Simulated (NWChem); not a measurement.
Species: CH$_{4}$BCl; SMILES CBCl

```xyz
7

B     -0.6003     0.4601     0.0000
H     -1.8068     0.5048     0.0003
Cl     0.1020    -1.1485     0.0000
C      0.2804     1.7404     0.0000
H      0.0111     2.3602     0.8740
H      0.0180     2.3566    -0.8786
H      1.3635     1.5595     0.0047
```
Atoms are numbered in this order, from 1.

Computed with NWChem. All runs use the structure optimised with PBE0/def2-SVP. Ions are spin-unrestricted doublets at the neutral geometry; other ion states weren't tried.

Predict the results for PBE/def2-SVP. Quantities: vertical ionisation energy, ΔSCF (eV); −ε(HOMO) (eV).

vertical ionisation energy, ΔSCF (eV): 10.47
−ε(HOMO) (eV): 6.86
